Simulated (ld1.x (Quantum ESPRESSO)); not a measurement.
## What the settings do to the TM semilocal potential of bromine (Br)

Base potential:

| Property | Result |
| --- | --- |
| Element | bromine |
| Generator | ld1.x (Quantum ESPRESSO) 7.5 |
| Type | norm-conserving Troullier–Martins (semilocal form) |
| Functional | PBE |
| Relativity | scalar-relativistic |
| Frozen core | [Ar] 3d10 |
| Valence charge | 7 |
| Reference configuration | 4s1.5 4p5.5 |
| Partial waves | 4s (bound): rc 1.35 bohr; 4d channel at -0.1 Ry: rc 1.10 bohr; 4p (bound): rc 1.25 bohr |
| Local potential | the p channel |
| Core correction | none |

Cutoffs, loose and tight: the cutoffs (Ry, on a coarse ladder) from which the occupation-weighted sum of valence levels, in a spherical-Bessel basis at the reference potential, stays within 10 and 1 mRy of its value at 400 Ry. They do not see the model core or the augmentation charge, which bear on the density cutoff. Test errors are all-electron minus pseudo excitation energies from the reference, over the configurations 4s2 4p5; 4s2 4p4; 4s2 4p3; 4s1 4p6; 4s1 4p5; 4s2 4p2; 4s2 4p1. A dash means not determined; rows that change the core or the reference have their own tests.

A true bound ghost makes a file unfit for plane-wave use even where its test errors are small: the radial tests pick states by their node count and pass the ghost by.

Cutoffs are not given where the Bessel-basis levels miss the radial ones by over 6 mRy, ghosts where they miss by over 20 mRy; a channel whose overlap is not positive is not tested.

In the semilocal form every listed channel keeps its own potential, so the choice of the local channel does not act on these tests. It acts once the file is put into the separable form.

A semilocal file is local in each channel, so a ghost entry of none says nothing of the separable form that plane-wave codes build from it.

```csv
change,outcome,"cutoff, loose","cutoff, tight",bound ghosts,largest test error (meV)
base,generated,80 Ry,140 Ry,d,-63
wave 4p (bound): rc 1.25 bohr becomes 4p (bound): rc 1.54 bohr,generated,45 Ry,70 Ry,d,-69
"all radii scaled by about 0.85 (s 1.14, p 1.06, d 0.94 bohr)",generated,230 Ry,over 300 Ry,none,+27
"core [Ar], valence charge 17; reference 3d10 4s2 4p5; waves now 4s (bound): rc 1.10 bohr; 4p (bound): rc 1.35 bohr; 4f channel at 0.1 Ry: rc 1.40 bohr; 3d (bound): rc 0.90 bohr; local potential the d channel",generated,–,–,none,-462
wave 4d channel at -0.1 Ry: rc 1.10 bohr becomes 4d channel at 5.99 Ry: rc 1.10 bohr,generated,80 Ry,140 Ry,none,-63
wave 4d channel at -0.1 Ry: rc 1.10 bohr becomes 4d channel at -0.1 Ry: rc 0.82 bohr,generated,80 Ry,140 Ry,d,-63
wave 4s (bound): rc 1.35 bohr becomes 4s (bound): rc 1.08 bohr,generated,110 Ry,260 Ry,none,+55
reference 4s1.75 4p5.25,generated,80 Ry,140 Ry,d,-60
"form changed from semilocal to separable (Kleinman–Bylander), still TM; local potential all-electron potential smoothed inside 0.85 bohr (lloc = -1)",generated,80 Ry,140 Ry,"s, d",+88
functional LDA (PZ),generated,80 Ry,160 Ry,d,+153
wave 4d channel at -0.1 Ry: rc 1.10 bohr becomes 4d channel at 0.43 Ry: rc 1.10 bohr,generated,80 Ry,140 Ry,none,-63
"type PAW, which also changes the form from semilocal to separable; waves now 4s (bound): rcut 1.15, rcutus 1.35 bohr; 4s channel at 0.05 Ry: rcut 1.15, rcutus 1.35 bohr; 4p (bound): rcut 1.10, rcutus 1.25 bohr; 4p channel at 1.85 Ry: rcut 1.10, rcutus 1.25 bohr; 4d channel at -0.1 Ry: rcut 0.95, rcutus 1.10 bohr; local potential all-electron potential smoothed inside 1.20 bohr (lloc = -2); core correction a·sin(br)/r model core, default radius (ld1.x builds one for every PAW set, though the input has nlcc=.false.); augmentation BESSEL, radius 0.95 bohr",failed: new_paw_hamiltonian: negative rho,–,–,–,–
```

Problem. What comes out with this change to the base: all radii scaled by about 1.38 (s 1.86, p 1.72, d 1.52 bohr)?

Solution. outcome: generated; cutoff, loose: 35 Ry; cutoff, tight: 55 Ry; bound ghosts: none; largest test error (meV): +34.
